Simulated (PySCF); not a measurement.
C4H10Si2, SMILES C#C[SiH2][SiH2]CC.

Coordinates come from a B3LYP-D3(BJ)/def2-SVP optimisation. The structure was generated by enumeration, and PubChem lists no compound with its InChIKey, so it may never have been made. One conformer was computed; it need not be the lowest.

Computed with PBE/def2-TZVP (PySCF).

```
Property                                                                                                          Value
---------------------------------------------------------------------------------------------  ------------------------
total energy                                                                                         -736.91538 hartree
highest occupied level                                                                                         -6.50 eV
lowest empty level                                                                                             -1.17 eV
orbital gap                                                                                                     5.33 eV
dipole moment                                                                                                    1.21 D
quadrupole, principal values (traceless, Buckingham form, about the centre of nuclear charge)    -4.22, -1.84, 6.05 D·Å
mean static polarisability                                                                       105.5 bohr³ (15.64 Å³)
polarisability, principal values                                                               89.0, 105.9, 121.7 bohr³
```
